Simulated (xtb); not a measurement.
F₃La (SMILES [F][La]([F])[F]), singlet, at a GFN2-xTB geometry (such geometries of metal compounds can be far from the true shape); GFN2-xTB with GBSA(water) run with xtb.

Input for xtb:
```
$ xtb mol.xyz --gfn 2 --gbsa water --json

# file mol.xyz
4

La     0.03101627    -0.05651823    -0.13480663
F     -1.70864996    -0.89419144     0.33144867
F     -0.05107305     1.90142145    -0.45924858
F      1.56328666    -0.64928125     0.98157523
```

Output, abridged:

```
   ID    Z sym.   atoms
    1   57 La     1
    2    9 F      2-4

           -------------------------------------------------
          |                Calculation Setup                |
           -------------------------------------------------

           -------------------------------------------------
          |                 G F N 2 - x T B                 |
           -------------------------------------------------

      * Solvation model:               GBSA
        Solvent                        water
        Parameter file                 internal GFN2-xTB/GBSA
        Dielectric constant                8.0200E+01
        Reference state                gsolv [1 M gas/solution]
        Free energy shift                  1.8574E-03 Eh       1.1656E+00 kcal/mol
        Temperature                        2.9815E+02 K
        Density                            1.0000E+00 kg/L
        Solvent mass                       1.8000E+01 g/mol
        Interaction kernel             Still
        Born radius scaling (c1)           1.5524E+00
        Born radii integrator          GBOBC
        Born offset                        2.4628E-02 a0       4.6540E-02 AA
        H-bond correction              true
        Ion screening                  false
        Surface tension                    1.0000E-05 Eh       1.5569E+01 dyn/cm
        Grid points                               230 per atom

          ...................................................
          :                      SETUP                      :
          :.................................................:
          :  # basis functions                  22          :
          :  # atomic orbitals                  21          :
          :  # shells                            9          :
          :  # electrons                        24          :
          :  max. iterations                   250          :
          :  Hamiltonian                  GFN2-xTB          :
          :  restarted?                      false          :
          :  GBSA solvation                   true          :
          :  PC potential                    false          :
          :  electronic temp.          300.0000000     K    :
          :  accuracy                    1.0000000          :
          :  -> integral cutoff          0.2500000E+02      :
          :  -> integral neglect         0.1000000E-07      :
          :  -> SCF convergence          0.1000000E-05 Eh   :
          :  -> wf. convergence          0.1000000E-03 e    :
          :  Broyden damping             0.4000000          :
          :  net charge                          0          :
          :  unpaired electrons                  0          :
          ...................................................

 iter      E             dE          RMSdq      gap      omega  full diag
   1     -2.5791860 -0.257919E+01  0.539E+01    0.18       0.0  T
   2    -14.4666702 -0.118875E+02  0.269E+01   20.39       1.0  T
   3    -14.8876649 -0.420995E+00  0.214E+01   11.34       1.0  T
   4    -14.8672387  0.204262E-01  0.217E+01   11.66       1.0  T
   5    -15.3584123 -0.491174E+00  0.929E+00    5.93       1.0  T
   6     -9.3319042  0.602651E+01  0.435E+01    0.14       1.0  T
   7    -10.8630891 -0.153118E+01  0.379E+01    0.14       1.0  T
   8    -10.9101591 -0.470700E-01  0.378E+01    0.13       1.0  T
   9    -10.9653472 -0.551881E-01  0.376E+01    0.13       1.0  T
  10    -11.4639300 -0.498583E+00  0.355E+01    0.13       1.0  T
  11    -15.0088407 -0.354491E+01  0.126E+01    0.50       1.0  T
  12    -14.9902748  0.185659E-01  0.128E+01    0.48       1.0  T
  13    -14.9221275  0.681473E-01  0.134E+01    0.43       1.0  T
  14    -14.9294144 -0.728695E-02  0.135E+01    0.43       1.0  T
  15    -15.4498100 -0.520396E+00  0.118E+01    1.15       1.0  T
  16    -15.5827220 -0.132912E+00  0.130E+01    2.00       1.0  T
  17    -15.5862124 -0.349038E-02  0.568E+00    2.18       1.0  T
[...]
         :: total energy             -15.574126949558 Eh    ::
[...]

           -------------------------------------------------
          |                Property Printout                |
           -------------------------------------------------

    * Orbital Energies and Occupations

         #    Occupation            Energy/Eh            Energy/eV
      -------------------------------------------------------------
         1        2.0000           -0.9195683             -25.0227
         2        2.0000           -0.8839985             -24.0548
         3        2.0000           -0.8839959             -24.0548
         4        2.0000           -0.5722418             -15.5715
         5        2.0000           -0.5513601             -15.0033
         6        2.0000           -0.5467701             -14.8784
         7        2.0000           -0.5467694             -14.8784
         8        2.0000           -0.5417787             -14.7425
         9        2.0000           -0.5417778             -14.7425
        10        2.0000           -0.5397824             -14.6882
        11        2.0000           -0.5397793             -14.6881
        12        2.0000           -0.5382121             -14.6455 (HOMO)
        13                         -0.4386424             -11.9361 (LUMO)
        14                         -0.4257651             -11.5857
        15                         -0.4257650             -11.5857
        16                         -0.4033566             -10.9759
        17                         -0.4033565             -10.9759
        18                         -0.2982119              -8.1148
        19                          0.0126499               0.3442
        20                          0.2527019               6.8764
        21                          0.2527023               6.8764
      -------------------------------------------------------------
                  HL-Gap            0.0995697 Eh            2.7094 eV
             Fermi-level           -0.4884273 Eh          -13.2908 eV

     #   Z          covCN         q      C6AA      α(0)
     1  57 La       1.849     0.866  1525.895   143.193
     2   9 F        0.616    -0.289    12.230     4.126
     3   9 F        0.616    -0.289    12.230     4.126
     4   9 F        0.616    -0.289    12.230     4.126

 Mol. C6AA /au·bohr⁶  :       2251.036559
 Mol. C8AA /au·bohr⁸  :     443430.981815
 Mol. α(0) /au        :        155.570653

Wiberg/Mayer (AO) data.
largest (>0.10) Wiberg bond orders for each atom

 ---------------------------------------------------------------------------
     #   Z sym  total        # sym  WBO       # sym  WBO       # sym  WBO
 ---------------------------------------------------------------------------
     1  57 La   3.206 --     3 F    1.069     2 F    1.069     4 F    1.069
     2   9 F    1.189 --     1 La   1.069
     3   9 F    1.189 --     1 La   1.069
     4   9 F    1.189 --     1 La   1.069
 ---------------------------------------------------------------------------

Topologies differ in total number of bonds
Writing topology from bond orders to xtbtopo.mol

molecular dipole:
                 x           y           z       tot (Debye)
 q only:        0.158      -0.288      -0.686
   full:        0.303      -0.553      -1.319       3.715
molecular quadrupole (traceless):
                xx          xy          yy          xz          yz          zz
 q only:       -2.406      -0.651      -1.577      -1.552       2.829       3.984
  q+dip:       -2.786      -0.753      -1.826      -1.797       3.275       4.612
   full:       -4.816      -1.303      -3.157      -3.107       5.662       7.973

           -------------------------------------------------
          | TOTAL ENERGY              -15.574126949558 Eh   |
          | GRADIENT NORM               0.002466918245 Eh/α |
          | HOMO-LUMO GAP               2.709428152591 eV   |
           -------------------------------------------------

normal termination of xtb
```
